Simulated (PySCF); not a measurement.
Gas-phase reaction: SnO2 + 3 FO = SnF3 + 5 O

Energies from PySCF, thermal terms from the rigid-rotor harmonic-oscillator model, ideal gas at 1 bar. † marks an energy on the PBE0/def2-TZVP geometry and frequencies; other levels use their own. CCSD(T) freezes the core. Open shells (unrestricted): FO (multiplicity 2), SnF3 (multiplicity 2), O (multiplicity 3); the rest are closed-shell singlets. Spin-orbit splitting is ignored; it lowers the true energy and changes the entropy of FO, O. Sn: scalar-relativistic def2 core potential, no spin-orbit coupling. SnO2, SnF3: computed as isolated molecules; such fragments, hydroxides, amides, oligomers or adducts are transient or little studied in the gas. CCSD(T) isn't extrapolated to the basis-set limit. Warning, large T1 diagnostic: SnO2 (CCSD(T)/def2-SVP†).

CCSD(T)/def2-SVP† gives ΔH°(298 K) = 4 kJ.

Problem. What do PBE0/def2-SVP†, PBE/def2-TZVP†, PBE/def2-SVP give?

Solution. PBE0/def2-SVP†: 177 kJ; PBE/def2-TZVP†: 453 kJ; PBE/def2-SVP: 468 kJ. For scale, ΔH°(298 K) is 4 kJ at this level, 176 kJ at ωB97M-V/def2-TZVP†, and runs from -857 to 736 kJ over the 17 levels computed.
